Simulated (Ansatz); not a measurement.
Ansatz (a program for electronic structure) input for C₃H₆F₂Si, SMILES FC(F)=CC[SiH3], PBE0-D3(BJ)/def2-SVP. 

Ansatz 0.2 input:
```yaml
crystal:
  periodic: [false, false, false]
  atoms:
    - {symbol: F, position_ang: [1.88976021, -0.54458151, -0.48962555]}
    - {symbol: C, position_ang: [1.31307731, 0.24767224, 0.41626332]}
    - {symbol: F, position_ang: [2.13303150, 0.39900784, 1.45863848]}
    - {symbol: C, position_ang: [0.12177421, 0.79953982, 0.30506047]}
    - {symbol: C, position_ang: [-0.79091425, 0.58568057, -0.84499721]}
    - {symbol: Si, position_ang: [-2.19842413, -0.63405607, -0.38767906]}
    - {symbol: H, position_ang: [-0.21641073, 1.41597400, 1.12257794]}
    - {symbol: H, position_ang: [-1.22401302, 1.54042503, -1.14227097]}
    - {symbol: H, position_ang: [-0.23261784, 0.19424910, -1.69448453]}
    - {symbol: H, position_ang: [-2.94416494, -0.07766407, 0.74227904]}
    - {symbol: H, position_ang: [-3.06670370, -0.76435883, -1.55724674]}
    - {symbol: H, position_ang: [-1.60690105, -1.91903317, -0.02242354]}
basis:
  gaussian:
    orbitals: def2-SVP
hamiltonian:
  xc: pbe0
  dispersion: d3bj
relax: {f_tol: 0.002, max_steps: 200}
```

Output:

```
WARN ansatz: RAYON_NUM_THREADS=2 ignored (pool sized by the plan → 2); use --threads N
Functional definition: PBE0
integrals: 0.08 GiB planned
1280 factors; integrals over basis functions are off by at most 4.2e-4 eV
mean field: 0.56 GiB planned
mean field evaluation 1: about -16492.1142 eV, gradient 5.0e1 eV
mean field evaluation 2: about -16486.3398 eV, gradient 6.8e1 eV
mean field evaluation 4: about -16497.8741 eV, gradient 2.9e0 eV
mean field evaluation 8: about -16497.9286 eV, gradient 9.4e-2 eV
mean field evaluation 16: about -16497.9286 eV, gradient 1.9e-5 eV
mean field -16497.92858194 eV, -606.2876926886 hartree, gradient 1.9e-5 eV, S^2 0.000000; 0 other end points of the search recorded, 0 dependent functions left out
the calculation of the forces begins
reference -16497.92860658 eV, -606.2876935943 hartree; 28, 28 occupied and 90, 90 virtual orbitals, 1280 factors
relax step   1: F+E_penalty+E_count = -16498.14835968 eV  Δ(F+E_penalty+E_count) = +0.000e0 eV  max|allowed force component| = 1.564e0 eV/Å  Δτ_max = 0.0000 Å  (27 SCF iters, accepted)
these checks for a lower state are left out or cut short: starts, cluster_reference, orbital_swaps, neighbouring_geometries, increment
integrals: 0.08 GiB planned
1280 factors; integrals over basis functions are off by at most 4.7e-4 eV
mean field: 0.56 GiB planned
mean field -16498.00310842 eV, -606.2904314864 hartree, gradient 1.5e-5 eV, S^2 0.000000; 0 other end points of the search recorded, 0 dependent functions left out
the calculation of the forces begins
reference -16498.00313320 eV, -606.2904323968 hartree; 28, 28 occupied and 90, 90 virtual orbitals, 1280 factors
relax step   2: F+E_penalty+E_count = -16498.22153936 eV  Δ(F+E_penalty+E_count) = -7.318e-2 eV  max|allowed force component| = 6.930e-1 eV/Å  Δτ_max = 0.0590 Å  (29 SCF iters, accepted)
these checks for a lower state are left out or cut short: starts, cluster_reference, orbital_swaps, neighbouring_geometries, increment
integrals: 0.08 GiB planned
1280 factors; integrals over basis functions are off by at most 5.0e-4 eV
mean field: 0.56 GiB planned
mean field -16498.01228767 eV, -606.2907688174 hartree, gradient 1.4e-5 eV, S^2 0.000000; 0 other end points of the search recorded, 0 dependent functions left out
the calculation of the forces begins
reference -16498.01231247 eV, -606.2907697287 hartree; 28, 28 occupied and 90, 90 virtual orbitals, 1280 factors
relax step   3: F+E_penalty+E_count = -16498.23097252 eV  Δ(F+E_penalty+E_count) = -9.433e-3 eV  max|allowed force component| = 4.872e-2 eV/Å  Δτ_max = 0.0169 Å  (29 SCF iters, accepted)
these checks for a lower state are left out or cut short: starts, cluster_reference, orbital_swaps, neighbouring_geometries, increment
integrals: 0.08 GiB planned
1280 factors; integrals over basis functions are off by at most 4.9e-4 eV
mean field: 0.56 GiB planned
mean field evaluation 32: about -16498.0125 eV, gradient 3.5e-1 eV
mean field -16498.01284475 eV, -606.2907892899 hartree, gradient 2.7e-5 eV, S^2 0.000000; 0 other end points of the search recorded, 0 dependent functions left out
the calculation of the forces begins
reference -16498.01286955 eV, -606.2907902011 hartree; 28, 28 occupied and 90, 90 virtual orbitals, 1280 factors
relax step   4: F+E_penalty+E_count = -16498.23141717 eV  Δ(F+E_penalty+E_count) = -4.446e-4 eV  max|allowed force component| = 2.243e-2 eV/Å  Δτ_max = 0.0063 Å  (23 SCF iters, accepted)
these checks for a lower state are left out or cut short: starts, cluster_reference, orbital_swaps, neighbouring_geometries, increment
integrals: 0.08 GiB planned
1280 factors; integrals over basis functions are off by at most 4.9e-4 eV
mean field: 0.56 GiB planned
mean field -16498.01293152 eV, -606.2907924786 hartree, gradient 1.2e-5 eV, S^2 0.000000; 0 other end points of the search recorded, 0 dependent functions left out
the calculation of the forces begins
reference -16498.01295631 eV, -606.2907933895 hartree; 28, 28 occupied and 90, 90 virtual orbitals, 1280 factors
relax step   5: F+E_penalty+E_count = -16498.23148899 eV  Δ(F+E_penalty+E_count) = -7.183e-5 eV  max|allowed force component| = 1.787e-2 eV/Å  Δτ_max = 0.0039 Å  (23 SCF iters, accepted)
these checks for a lower state are left out or cut short: starts, cluster_reference, orbital_swaps, neighbouring_geometries, increment
integrals: 0.08 GiB planned
1280 factors; integrals over basis functions are off by at most 5.0e-4 eV
mean field: 0.56 GiB planned
mean field -16498.01305740 eV, -606.2907971046 hartree, gradient 1.2e-5 eV, S^2 0.000000; 0 other end points of the search recorded, 0 dependent functions left out
the calculation of the forces begins
reference -16498.01308219 eV, -606.2907980156 hartree; 28, 28 occupied and 90, 90 virtual orbitals, 1280 factors
relax step   6: F+E_penalty+E_count = -16498.23154966 eV  Δ(F+E_penalty+E_count) = -6.066e-5 eV  max|allowed force component| = 1.302e-2 eV/Å  Δτ_max = 0.0079 Å  (24 SCF iters, accepted)
these checks for a lower state are left out or cut short: starts, cluster_reference, orbital_swaps, neighbouring_geometries, increment
integrals: 0.08 GiB planned
1280 factors; integrals over basis functions are off by at most 5.0e-4 eV
mean field: 0.56 GiB planned
mean field -16498.01316118 eV, -606.2908009184 hartree, gradient 9.8e-6 eV, S^2 0.000000; 0 other end points of the search recorded, 0 dependent functions left out
the calculation of the forces begins
reference -16498.01318597 eV, -606.2908018293 hartree; 28, 28 occupied and 90, 90 virtual orbitals, 1280 factors
relax step   7: F+E_penalty+E_count = -16498.23159688 eV  Δ(F+E_penalty+E_count) = -4.722e-5 eV  max|allowed force component| = 7.796e-3 eV/Å  Δτ_max = 0.0052 Å  (23 SCF iters, accepted)
these checks for a lower state are left out or cut short: starts, cluster_reference, orbital_swaps, neighbouring_geometries, increment
integrals: 0.08 GiB planned
1280 factors; integrals over basis functions are off by at most 5.1e-4 eV
mean field: 0.56 GiB planned
mean field -16498.01330403 eV, -606.2908061680 hartree, gradient 2.1e-5 eV, S^2 0.000000; 0 other end points of the search recorded, 0 dependent functions left out
the calculation of the forces begins
reference -16498.01332881 eV, -606.2908070788 hartree; 28, 28 occupied and 90, 90 virtual orbitals, 1280 factors
relax step   8: F+E_penalty+E_count = -16498.23162400 eV  Δ(F+E_penalty+E_count) = -2.712e-5 eV  max|allowed force component| = 7.213e-3 eV/Å  Δτ_max = 0.0094 Å  (23 SCF iters, accepted)
these checks for a lower state are left out or cut short: starts, cluster_reference, orbital_swaps, neighbouring_geometries, increment
integrals: 0.08 GiB planned
1280 factors; integrals over basis functions are off by at most 5.1e-4 eV
mean field: 0.56 GiB planned
mean field evaluation 64: about -16498.0134 eV, gradient 1.9e-4 eV
mean field -16498.01335249 eV, -606.2908079490 hartree, gradient 1.4e-5 eV, S^2 0.000000; 0 other end points of the search recorded, 0 dependent functions left out
the calculation of the forces begins
reference -16498.01337727 eV, -606.2908088597 hartree; 28, 28 occupied and 90, 90 virtual orbitals, 1280 factors
relax step   9: F+E_penalty+E_count = -16498.23164426 eV  Δ(F+E_penalty+E_count) = -2.026e-5 eV  max|allowed force component| = 4.867e-3 eV/Å  Δτ_max = 0.0060 Å  (23 SCF iters, accepted)
these checks for a lower state are left out or cut short: starts, cluster_reference, orbital_swaps, neighbouring_geometries, increment
integrals: 0.08 GiB planned
1280 factors; integrals over basis functions are off by at most 5.1e-4 eV
mean field: 0.56 GiB planned
mean field -16498.01336205 eV, -606.2908083003 hartree, gradient 6.3e-5 eV, S^2 0.000000; 0 other end points of the search recorded, 0 dependent functions left out
the calculation of the forces begins
reference -16498.01338683 eV, -606.2908092110 hartree; 28, 28 occupied and 90, 90 virtual orbitals, 1280 factors
relax step  10: F+E_penalty+E_count = -16498.23164836 eV  Δ(F+E_penalty+E_count) = -4.108e-6 eV  max|allowed force component| = 3.495e-3 eV/Å  Δτ_max = 0.0023 Å  (20 SCF iters, accepted)
these checks for a lower state are left out or cut short: starts, cluster_reference, orbital_swaps, neighbouring_geometries, increment
integrals: 0.08 GiB planned
1280 factors; integrals over basis functions are off by at most 5.1e-4 eV
mean field: 0.56 GiB planned
mean field -16498.01335439 eV, -606.2908080189 hartree, gradient 5.6e-5 eV, S^2 0.000000; 0 other end points of the search recorded, 0 dependent functions left out
the calculation of the forces begins
reference -16498.01337917 eV, -606.2908089295 hartree; 28, 28 occupied and 90, 90 virtual orbitals, 1280 factors
relax step  11: F+E_penalty+E_count = -16498.23164978 eV  Δ(F+E_penalty+E_count) = -1.414e-6 eV  max|allowed force component| = 1.528e-3 eV/Å  Δτ_max = 0.0019 Å  (20 SCF iters, accepted)
integrals: 0.08 GiB planned
1280 factors; integrals over basis functions are off by at most 5.1e-4 eV
mean field: 0.56 GiB planned
mean field -16498.01335439 eV, -606.2908080189 hartree, gradient 5.6e-5 eV, S^2 0.000000; 1 other end points of the search recorded, 0 dependent functions left out
the calculation of the forces begins
reference -16498.01337917 eV, -606.2908089295 hartree; 28, 28 occupied and 90, 90 virtual orbitals, 1280 factors
Total energy: -16498.23167456 eV, -606.2988311368 hartree
Atom 0 at     1.908313    -0.506382    -0.474940 Å, force    -0.000305     0.000051    -0.000412 eV/Å
Atom 1 at     1.344378     0.263119     0.429975 Å, force     0.000241    -0.000049     0.000104 eV/Å
Atom 2 at     2.148649     0.427897     1.453474 Å, force     0.000531     0.000067     0.000611 eV/Å
Atom 3 at     0.134359     0.798953     0.318530 Å, force    -0.000084     0.000245     0.000125 eV/Å
Atom 4 at    -0.779851     0.572364    -0.840189 Å, force    -0.000690    -0.000316    -0.000323 eV/Å
Atom 5 at    -2.196772    -0.612269    -0.407868 Å, force     0.001528     0.000479     0.000072 eV/Å
Atom 6 at    -0.195499     1.410372     1.161358 Å, force     0.000064    -0.000196     0.000108 eV/Å
Atom 7 at    -1.219880     1.525691    -1.178295 Å, force     0.000771    -0.000156    -0.000462 eV/Å
Atom 8 at    -0.230950     0.153445    -1.698323 Å, force    -0.000542     0.000682     0.000058 eV/Å
Atom 9 at    -2.958460    -0.083178     0.765122 Å, force    -0.000672    -0.000220    -0.000404 eV/Å
Atom 10 at    -3.132243    -0.752154    -1.566744 Å, force    -0.000233    -0.000377     0.000485 eV/Å
Atom 11 at    -1.644550    -1.955006    -0.056008 Å, force    -0.000609    -0.000212     0.000036 eV/Å
Dipole moment:    -0.168621     0.158880    -0.087929 e Å
```

Self-consistency was reached.
